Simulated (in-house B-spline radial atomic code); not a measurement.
Successive ionisation energies of lanthanum; each step leads to the configuration of the next row (after the last: [Ar] 3d10 4s2 4p5). Dirac energy differences include first-order Breit, QED and recoil terms. NIST's values go from ground level to ground level; the uncertainty of those that are theory runs from under 0.1 % in few-electron ions to several per cent in heavy many-electron ones. Computed with a B-spline radial code for spherical atoms: Dirac-Hartree-Fock, average of the configuration, finite nuclei.

```
  ion      configuration  ionisation energy (eV)  tabulated value (eV)  computed minus tabulated (eV)  highest orbital  largest mean radius (bohr)
La11+          [Kr] 4d10                   276.6                   275                            1.6            4d5/2                     0.74975
La12+           [Kr] 4d9                   305.7                   303                            2.7            4d5/2                     0.73733
La13+           [Kr] 4d8                   335.4                   332                            3.4            4d5/2                     0.72585
La14+           [Kr] 4d7                   366.0                   364                            2.0            4d5/2                     0.71489
La15+           [Kr] 4d6                   397.2                   393                            4.2            4d5/2                     0.70439
La16+           [Kr] 4d5                   429.1                   431                           -1.9            4d5/2                     0.69432
La17+           [Kr] 4d4                   461.7                   464                           -2.3            4d5/2                     0.68462
La18+           [Kr] 4d3                   494.9                   498                           -3.1            4d5/2                     0.67529
La19+           [Kr] 4d2                   528.9                   533                           -4.1            4d5/2                     0.66627
La20+           [Kr] 4d1                   563.5                   566                           -2.5            4d5/2                     0.65755
La21+  [Ar] 3d10 4s2 4p6                   703.4                   696                            7.4            4p3/2                     0.63395
```

Where a p, d or f electron is removed, the computed value is a mean over both j, so it misses the tabulated one by a part of the spin-orbit splitting; averaging over terms and missing correlation add to the gap, relatively most at low charge.
